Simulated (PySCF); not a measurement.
# How methods differ on the ionisation energy of Tl(66+)

Tl(66+) [Ne] 3s2 3p3 [3p1/2^2 3p3/2^1, M_J = 3/2] → Tl(67+) [Ne] 3s2 3p2 [3p1/2^2, M_J = 0], as a difference of total energies. All numbers are calculated (PySCF 2.14, the two-component X2C-1e Hamiltonian, in an even-tempered Gaussian basis (17 s from 23 bohr⁻², ratio 2.4; 14 p from 29 bohr⁻², ratio 2.4; 4 d from 100 bohr⁻², ratio 2.6; 4 f from 150 bohr⁻², ratio 2.6)). Correlated levels: 1s2 frozen; the 46 highest virtual spinors dropped. "Screened" scales the spin-orbit matrix elements by Boettger's factors to mimic the two-electron term; Breit and QED terms are absent.

```json
{"method": "GHF (spin-free)", "ionisation energy (eV)": "7749.0"}
{"method": "GMP2 (spin-free)", "ionisation energy (eV)": "7749.6"}
{"method": "GHF (screened spin-orbit)", "ionisation energy (eV)": "7570.1"}
{"method": "GMP2 (screened spin-orbit)", "ionisation energy (eV)": "7570.8"}
```

Breit and QED terms and the two-electron picture change are absent.

The spin-free rows relax to the high-spin LS determinant and lack the spin-orbit shift.

The labels give the starting determinants; with spin-orbit coupling the two ends relaxed to ⟨J²⟩ = 3.75, ⟨L²⟩ = 2.64, ⟨S²⟩ = 1.49 and ⟨J²⟩ = 0.00, ⟨L²⟩ = 1.36, ⟨S²⟩ = 1.36.

For comparison: 7570 ± 40 eV (theoretical estimate listed by NIST; NIST Atomic Spectra Database, ionization energies).
